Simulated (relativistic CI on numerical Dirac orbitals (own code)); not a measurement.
# Tc²⁵⁺: computed level list

Computed by Dirac-Coulomb-Breit CI, separate exchange-only KLI orbitals for each configuration, model QED (radiative potential, 1s self-energy scaled to tabulated hydrogen-like ionisation energies), unscaled Slater integrals (own radial code, finite nucleus).

Configuration list (outside the closed core [Ne]): 3s2 3p6, 3s2 3p5 3d, 3s 3p6 3d, 3s2 3p5 4s, 3s2 3p5 4p, 3s2 3p5 4d, 3s 3p6 4s, 3p6 3d 4p, 3p6 3d2, 3p5 3d3, 3p5 3d2 4s, 3p5 3d2 4p, 3p5 3d2 4d, 3p6 3d 4s, 3p5 3d 4s2, 3p5 3d 4s 4p, 3p5 3d 4s 4d. Double excitations out of closed p, d and f shells are left out; levels of such configurations are missing from the list, as are those of other unlisted configurations, and high levels can miss mixing partners.

```csv
No.,Configuration,Term,J,E (eV),%,Landé g,jj configuration (%)
1,3s2 3p6,1S,0,0.000,100,,closed (100)
2,3s2 3p5 3d,3P°,0,114.316,100,,3p3/2^3 3d3/2 (100)
3,3s2 3p5 3d,3P°,1,117.191,89,1.391,3p3/2^3 3d3/2 (80)
4,3s2 3p5 3d,3F°,3,122.359,68,1.080,3p3/2^3 3d3/2 (97)
5,3s2 3p5 3d,3P°,2,122.730,54,1.303,3p3/2^3 3d3/2 (62)
6,3s2 3p5 3d,3F°,4,124.296,100,1.247,3p3/2^3 3d5/2 (100)
7,3s2 3p5 3d,1D°,2,126.993,45,1.001,3p3/2^3 3d5/2 (60)
8,3s2 3p5 3d,3D°,3,132.962,65,1.213,3p3/2^3 3d5/2 (99)
9,3s2 3p5 3d,3D°,1,140.830,82,0.634,3p3/2^3 3d5/2 (46)
10,3s2 3p5 3d,3F°,2,147.106,60,0.810,3p1/2 3p3/2^4 3d3/2 (96)
11,3s2 3p5 3d,3D°,2,153.424,49,1.206,3p1/2 3p3/2^4 3d5/2 (94)
12,3s2 3p5 3d,1F°,3,155.376,41,1.115,3p1/2 3p3/2^4 3d5/2 (98)
13,3s2 3p5 3d,1P°,1,177.650,92,0.966,3p1/2 3p3/2^4 3d3/2 (62)
14,3s 3p6 3d,3D,1,244.471,100,0.496,3s 3d3/2 (100)
15,3s 3p6 3d,3D,2,246.006,96,1.156,3s 3d3/2 (79)
16,3s 3p6 3d,3D,3,249.770,100,1.331,3s 3d5/2 (100)
17,3s 3p6 3d,1D,2,258.838,95,1.004,3s 3d5/2 (79)
18,3p6 3d2,3F,2,496.409,92,0.692,3d3/2^2 (90)
19,3p6 3d2,3F,3,500.547,100,1.080,3d3/2 3d5/2 (100)
20,3p6 3d2,3F,4,504.115,92,1.228,3d5/2^2 (54)
21,3p6 3d2,3P,0,505.847,94,,3d3/2^2 (82)
22,3p6 3d2,1D,2,506.800,51,1.190,3d3/2 3d5/2 (88)
23,3p6 3d2,3P,1,508.205,100,1.498,3d3/2 3d5/2 (100)
24,3p6 3d2,1G,4,512.115,92,1.017,3d3/2 3d5/2 (54)
25,3p6 3d2,3P,2,512.827,57,1.276,3d5/2^2 (97)
26,3p6 3d2,1S,0,528.088,94,,3d5/2^2 (82)
27,3p5 3d3,5F°,2,605.774,41,1.206,3p3/2^3 3d3/2^3 (51)
28,3p5 3d3,5D°,1,606.093,62,1.034,3p3/2^3 3d3/2^3 (54)
29,3p5 3d3,5F°,3,606.972,50,1.310,3p3/2^3 3d3/2^2 3d5/2 (77)
30,3p5 3d3,5D°,0,607.074,96,,3p3/2^3 3d3/2^2 3d5/2 (45)
31,3p5 3d3,5F°,4,608.833,54,1.346,3p3/2^3 3d3/2 3d5/2^2 (50)
32,3p5 3d3,5S°,2,609.489,78,1.916,3p3/2^3 3d3/2^2 3d5/2 (54)
33,3p5 3d3,5F°,5,611.611,52,1.325,3p3/2^3 3d3/2 3d5/2^2 (56)
34,3p5 3d3,5D°,2,611.983,35,1.039,3p3/2^3 3d3/2^2 3d5/2 (71)
35,3p5 3d3,5F°,1,612.228,41,0.623,3p3/2^3 3d3/2^2 3d5/2 (71)
36,3p5 3d3,5D°,3,612.350,36,1.223,3p3/2^3 3d3/2^3 (38)
37,3p5 3d3,5D°,4,613.088,50,1.342,3p3/2^3 3d3/2^2 3d5/2 (57)
38,3p5 3d3,5G°,6,614.798,83,1.300,3p3/2^3 3d3/2 3d5/2^2 (47)
39,3p5 3d3,3G°,3,615.849,59,0.889,3p3/2^3 3d3/2^2 3d5/2 (63)
40,3p5 3d3,3G°,4,617.329,51,1.114,3p3/2^3 3d3/2^2 3d5/2 (60)
41,3s2 3p5 4s,3P°,2,618.047,100,1.498,3p3/2^3 4s (100)
42,3p5 3d3,5F°,5,618.198,34,1.280,3p3/2^3 3d3/2 3d5/2^2 (49)
43,3p5 3d3,3F°,2,618.273,42,1.007,3p3/2^3 3d3/2 3d5/2^2 (84)
44,3p5 3d3,3P°,2,619.435,31,1.219,3p3/2^3 3d3/2^2 3d5/2 (35)
45,3p5 3d3,5D°,3,619.878,27,1.243,3p3/2^3 3d3/2^2 3d5/2 (74)
```

Energies count from the lowest computed level; ° marks odd parity. Filled j subshells are mostly left out of the jj labels.

The mean weight of the leading LS term, summed over parents, in these 45 levels is 70 %, and that of the leading jj configuration (from the same eigenvectors) 74 %.

At this charge energies of transitions that change n are usually good to better than 1 %, and those within a shell (Δn = 0) to a few per cent.

LS names give the leading component of a level, which can be under half, so a name can repeat, a term be missing and a line seem to break the LS rules.
